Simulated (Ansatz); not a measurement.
Computed with Ansatz on PBE0-D4/def2-TZVP structures; ΔE is electronic, products minus reactants. CBS: MP2 limit from def2 TZ/QZ plus the TZ coupled-cluster correction, frozen cores. Functionals use def2-TZVPP. B3LYP here is the variant with VWN-RPA as its local correlation; programs differ in this. HSE06 is defined as in plane-wave codes. Elements past krypton have def2 core potentials. For Nb, Sb outer-core shells are correlated without core-valence functions, which leaves a few kJ/mol of doubt a bond. Each species was taken in one conformer, which may not be the lowest.

Consider the redistribution: `[OH][Sb]([F])[F]` + `C[O][Nb](=[NH])([OH])[F]` → `C[O][Sb]([F])[F]` + `[NH]=[Nb]([OH])([OH])[F]`.

`[OH][Sb]([F])[F]`:

Z-matrix (Å, degrees):
```
Sb
O 1 1.921
F 1 1.901 2 96.4
F 1 1.901 2 96.4 3 -93.2
H 2 0.964 1 114.3 3 46.6
```

`C[O][Nb](=[NH])([OH])[F]`:

Cartesian coordinates in Å:
```
C 1.059 -1.555 -0.748
O 0.738 -0.707 0.319
Nb -0.163 0.885 0.729
N -0.815 1.517 -0.762
O -1.602 0.511 1.913
F 1.028 2.143 1.477
H 0.622 -2.543 -0.578
H 2.146 -1.662 -0.817
H 0.680 -1.155 -1.693
H -1.152 1.915 -1.625
H -2.540 0.651 1.786
```

`C[O][Sb]([F])[F]`:

```xyz
8

C     0.344    0.412    0.950
O    -0.964    0.198    0.439
Sb   -1.300   -0.553   -1.290
F    -0.052    0.521   -2.245
F    -0.071   -2.000   -1.146
H     0.895   -0.529    1.035
H     0.237    0.853    1.942
H     0.911    1.098    0.315
```

`[NH]=[Nb]([OH])([OH])[F]`:

```xyz
8

N     1.220    0.672   -0.468
Nb   -0.385    0.033   -0.231
O    -0.280   -1.859   -0.199
O    -1.041    0.658    1.434
F    -1.491    0.613   -1.640
H     2.128    1.067   -0.654
H     0.480   -2.430   -0.314
H    -0.631    1.245    2.070
```

| level | ΔE (kcal/mol) | difference from CCSD(T)/CBS |
| --- | --- | --- |
| LDA (SPW92) | 2.3 | 0.5 |
| PBE-D4 | 2.2 | 0.4 |
| revPBE-D4 | 2.0 | 0.2 |
| BLYP-D4 | 2.0 | 0.2 |
| r2SCAN-D4 | 2.0 | 0.2 |
| B97M-V | 2.2 | 0.4 |
| PBE0-D4 | 2.1 | 0.3 |
| B3LYP-D4 | 2.0 | 0.2 |
| r2SCANh-D4 | 2.0 | 0.2 |
| r2SCAN0-D4 | 2.0 | 0.2 |
| HSE06-D4 | 2.2 | 0.4 |
| BHLYP-D4 | 1.9 | 0.1 |
| CAM-B3LYP-D4 | 1.9 | 0.1 |
| ωB97X-V | 1.6 | -0.2 |
| ωB97M-V | 1.6 | -0.2 |
| B2PLYP | 2.3 | 0.5 |
| PBE-QIDH | 2.3 | 0.5 |
| PBE | 2.3 | 0.5 |
| BLYP | 2.4 | 0.6 |
| PBE0 | 2.2 | 0.4 |
| B3LYP | 2.3 | 0.5 |
| r2SCANh | 2.0 | 0.2 |
| HSE06 | 2.3 | 0.5 |
| BHLYP | 2.1 | 0.3 |
| CAM-B3LYP | 2.0 | 0.2 |
| LC-ωPBE | 1.8 | 0.0 |
| RPA@PBE/def2-TZVPP | 1.9 | 0.1 |
| MP2/def2-SVP | 2.5 | 0.7 |
| CCSD(T)/def2-SVP | 2.2 | 0.4 |
| HF/def2-TZVPP | 2.1 | 0.3 |
| MP2/def2-TZVPP | 2.5 | 0.7 |
| SCS-MP2/def2-TZVPP | 2.3 | 0.5 |
| CCSD/def2-TZVPP | 2.0 | 0.2 |
| CCSD(T)/def2-TZVPP | 2.2 | 0.4 |
| HF/def2-QZVPP | 2.1 | 0.3 |
| MP2/def2-QZVPP | 2.3 | 0.5 |
| SCS-MP2/def2-QZVPP | 2.2 | 0.4 |
| HF/CBS(def2) | 2.1 | 0.3 |
| MP2/CBS(def2) | 2.1 | 0.3 |
| CCSD/CBS(def2) | 1.7 | -0.1 |
| CCSD(T)/CBS | 1.8 | 0 |

Largest T1 diagnostic among the species: 0.021, so the coupled-cluster value is less sure than usual.

Leaving LDA and LC-ωPBE aside and taking each functional with its dispersion term where it has one, the values spread over 0.8 kcal/mol, from ωB97X-V to B2PLYP.
